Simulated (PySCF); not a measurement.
Zr(F)3(Me) (CH3F3Zr), SMILES [F][Zr]([F])([CH3])[F], multiplicity 1. Heavy atoms are numbered as in [Zr:1]([F:2])([F:3])([F:4])[CH3:5]. Hydrogens are named by the atom that carries them.

The structure is a stationary point at r2SCAN-D4/def2-SVP. The spin state was assumed, not searched. The structure was generated by enumeration; whether it is a known compound was not checked. The def2 effective core potentials stand for the cores of Zr; spin–orbit coupling is left out.

All values below come from PBE/def2-TZVP (PySCF).

ESP charges are fitted to the potential on shells at 1.4 to 2.0 van der Waals radii. Atomic charges (e), one atom of each kind:

```tsv
atom	Löwdin	ESP fit
Zr1	(withheld)	1.52
F2	(withheld)	-0.41
C5 (CH3)	(withheld)	-0.88
H on C5	(withheld)	0.20
```

Task: What belongs in the gaps? (An estimate is asked for; the answer gives what the named calculation found.)

Result: 
- Zr1, Löwdin: 0.77
- F2, Löwdin: -0.21
- C5 (CH3), Löwdin: -0.55
- H on C5, Löwdin: 0.14
